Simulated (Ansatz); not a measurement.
Born–Oppenheimer molecular dynamics of F3H4NSSi (10 atoms, charge 0, multiplicity 1). It starts from a rough guess of a transition structure, not a stationary point.

Theory: UKS PBE0-D4/STO-3G (Ansatz 0.2.0).

| Property | Result |
| --- | --- |
| ensemble | NVE (velocity Verlet) |
| time step | 0.5 fs |
| steps asked | 150 |
| starting velocities drawn for | 300 K |
| seed | 508440 |

First frame:

```xyz
10
Properties=species:S:1:pos:R:3
Si -0.531 -0.451 -0.747
N 1.175 -0.192 0.489
F 0.434 -0.892 -1.932
F -1.060 -1.589 0.235
F -1.850 -0.251 -1.625
H 0.731 1.023 0.825
S -0.738 1.865 0.230
H 1.260 -0.812 1.282
H 2.054 -0.130 -0.005
H -1.476 1.429 1.247
```

**Question.** How far do the bonds stretch over the last three quarters of this one trajectory? (Pairs bonded in most of those frames.)

**Answer.** 
```json
{"bond": "Si1–F3", "mean (Å)": "1.652", "spread (Å)": "0.046", "shortest": "1.57", "longest": "1.71"}
{"bond": "Si1–F4", "mean (Å)": "1.661", "spread (Å)": "0.059", "shortest": "1.55", "longest": "1.74"}
{"bond": "Si1–F5", "mean (Å)": "1.639", "spread (Å)": "0.021", "shortest": "1.60", "longest": "1.68"}
{"bond": "Si1–S7", "mean (Å)": "2.176", "spread (Å)": "0.036", "shortest": "2.14", "longest": "2.30"}
{"bond": "N2–H6", "mean (Å)": "1.096", "spread (Å)": "0.105", "shortest": "0.92", "longest": "1.27"}
{"bond": "N2–H8", "mean (Å)": "1.054", "spread (Å)": "0.044", "shortest": "0.97", "longest": "1.15"}
{"bond": "N2–H9", "mean (Å)": "1.053", "spread (Å)": "0.051", "shortest": "0.96", "longest": "1.17"}
{"bond": "S7–H10", "mean (Å)": "1.356", "spread (Å)": "0.022", "shortest": "1.32", "longest": "1.39"}
```

Mean temperature of the second half: 870 K. The conserved energy stayed within 1.5 meV per atom of its start (net change -0.94 meV per atom), so the integration is sound. The system heated up, since it started high on the potential surface and ran downhill. A run of 0.075 ps of so small a system gives no equilibrium averages. The orbitals stay closed-shell, which can raise the energy where a bond breaks towards radicals; this wasn't checked here. Limits of this set-up: minimal basis.

The run took 8.8 min on 1 CPU thread of a shared host.
